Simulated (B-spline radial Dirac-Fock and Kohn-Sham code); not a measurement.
# Width and fluorescence yield of the M4 (3d3/2) hole, Ga to Mo

Calculated with a radial finite-basis atomic code, using a relativistic independent-particle model: LDA orbitals of the hole state, radiative multipoles to third order, Auger rates from the Coulomb interaction with a continuum orbital, Dirac-Fock energies. Free neutral atoms. Recommended widths: Campbell and Papp (2001); yields: xraylib tables.

```tsv
Z	element	Γ (eV)	recommended Γ	ω	Coster-Kronig yield
31	Ga	0.0106	0.0120	6.36e-06	0.000
32	Ge	0.0250	0.0450	1.30e-05	0.000
33	As	0.0623	0.0580	1.50e-05	0.000
34	Se	0.0718	0.0650	2.91e-05	0.000
35	Br	0.0777	0.0680	5.15e-05	0.000
36	Kr	0.0812	0.0700	8.55e-05	0.000
37	Rb	0.0721	0.0670	0.000145	0.000
38	Sr	0.0660	0.0610	0.000227	0.000
40	Zr	?	?	?	?
41	Nb	0.120	0.0920	0.000261	0.000
42	Mo	0.147	0.220	0.000264	0.000
```

**Question.** What does the model give for Zr?

**Answer.** Γ = 0.0863 eV, ω = 0.000296, Coster-Kronig yield 0.000; the recommended width is 0.0700 eV.
